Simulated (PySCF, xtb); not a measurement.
BeHBr, SMILES [BeH][Br].

GFN2-xTB (xtb) at its own geometry gives an orbital gap of 5.78 eV and a dipole moment of 2.57 D.

Coordinates come from a PBE0-D3(BJ)/def2-TZVPD optimisation.

Question: What does PBE/def2-TZVPD (PySCF) give? (Estimate from the structure and the level; the computed values follow.)

Answer: gap 6.26 eV (levels -7.79 and -1.54 eV), dipole 0.17 D.
